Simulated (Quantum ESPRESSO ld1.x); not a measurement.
The numbers below are computed, except where a source is named.
Question: The molybdenum ion Mo+, configuration [Kr] 4d5. Level of theory: scalar-relativistic Kohn-Sham, LDA (Slater exchange, VWN5 correlation), spin-polarised, spherical densities, point nucleus; open shells are filled with parallel spins first (ld1.x of Quantum ESPRESSO 7.5). Some entries of the table are withheld. Estimate them.

| orbital | occ. | eigenvalue (eV) | <r> (bohr) |
|---|---|---|---|
| 1s down | 1 | -19801.429 | 0.03520 |
| 1s up | 1 | -19801.425 | 0.03520 |
| 2s up | 1 | -2802.848 | 0.1539 |
| 2s down | 1 | -2802.361 | 0.1539 |
| 2p up | 3 | -2508.214 | 0.1340 |
| 2p down | 3 | -2507.838 | 0.1340 |
| 3s up | 1 | -481.802 | 0.4298 |
| 3s down | 1 | -481.454 | 0.4297 |
| 3p up | 3 | -385.288 | 0.4313 |
| 3p down | 3 | -384.909 | 0.4311 |
| 3d up | 5 | -227.759 | 0.4157 |
| 3d down | 5 | -227.245 | 0.4154 |
| 4s up | 1 | -71.969 | 1.110 |
| 4s down | 1 | -69.394 | 1.104 |
| 4p up | 3 | -46.269 | 1.241 |
| 4p down | 3 | -43.472 | 1.234 |
| 4d up | 5 | -11.553 | (1) |
| 5s up | 0 | -10.682 | 3.146 |
| 5s down | 0 | -8.859 | 3.374 |
| 4d down | 0 | -8.669 | (2) |
| 5p up | 0 | -6.381 | (3) |
| 5p down | 0 | -5.232 | (4) |
| 5d up | 0 | -2.039 | 7.630 |
| 5d down | 0 | -1.834 | 8.540 |
| 4f up | 0 | (5) | 15.44 |
| 4f down | 0 | (6) | 16.03 |

Answer: 
(1) 4d up <r> (bohr): 1.871
(2) 4d down <r> (bohr): 1.963
(3) 5p up <r> (bohr): 3.947
(4) 5p down <r> (bohr): 4.376
(5) 4f up eigenvalue (eV): -0.912
(6) 4f down eigenvalue (eV): -0.898
